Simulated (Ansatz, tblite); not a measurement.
Isomers of Ag12Bi (doublet), found by a short tight-binding search and relaxed with PBE-D4/def2-SVP in Ansatz.

In the def2 sets Ag, Bi take a core potential; there is no spin–orbit coupling. The xTB rows come from tblite. HSE06 is defined as in plane-wave codes, on full-range PBE exchange. Correlated methods freeze 4 core orbitals; core or outer-core shells of Bi, Ag are correlated, in sets that lack core-valence functions. Single mean-field runs in def2-TZVP are fitted with def2-universal-jkfit.

Run but left out: HF/def2-SVP, MP2/def2-SVP (A: ⟨S²⟩ 1.29, where a pure state has 0.75).

Other spin states weren't relaxed.

A:

```csv
atom,x (Å),y (Å),z (Å)
Bi1,1.196,-0.235,-3.245
Ag2,1.266,-1.717,-0.799
Ag3,2.001,1.044,-0.820
Ag4,0.867,-2.054,1.969
Ag5,-1.217,-1.373,-2.366
Ag6,-3.248,0.178,-1.015
Ag7,0.819,0.745,1.742
Ag8,-1.274,-0.483,3.089
Ag9,-0.688,1.246,-1.554
Ag10,-1.860,1.433,1.080
Ag11,-1.289,-1.236,0.422
Ag12,3.150,-0.622,1.146
Ag13,0.275,3.073,0.351
```

B:

Cartesian coordinates in Å:
```
Bi -1.8614 -1.5186 0.5307
Ag -2.0748 0.7965 2.2693
Ag -0.2355 -1.2345 2.9212
Ag -0.5305 1.8938 -2.7829
Ag -2.6994 3.3127 1.2706
Ag -0.0682 -0.5375 -1.4914
Ag -1.7579 3.8467 -1.2732
Ag 2.5467 -1.4972 -1.6981
Ag 1.4779 0.1830 -3.6197
Ag 1.0338 -2.0094 0.5996
Ag -1.9294 1.2499 -0.4468
Ag 2.3477 -2.2496 3.0513
Ag 3.7510 -2.2357 0.6693
```

Problem. Estimate which lies lowest at each level, and how far above it the others are (eV).

Solution. 
```tsv
level	A	B
GFN1-xTB	0.00	1.34
GFN2-xTB	0.00	0.94
PBE-D4/def2-SVP	0.00	0.90
PBE-D4/def2-TZVP	0.00	1.07
r2SCAN-D4/def2-TZVP	0.00	1.09
PBE0-D4/def2-SVP	0.00	0.90
PBE0-D4/def2-TZVP	0.00	1.06
HSE06-D4/def2-TZVP	0.00	1.01
RPA@PBE/def2-SVP	0.00	1.67
```
Point groups (tolerance 0.1 Å): A not assigned, B Cs. Lower isomers may exist. From def2-SVP to def2-TZVP the PBE0 values move by up to 0.16 eV, so results in the small set are rough.
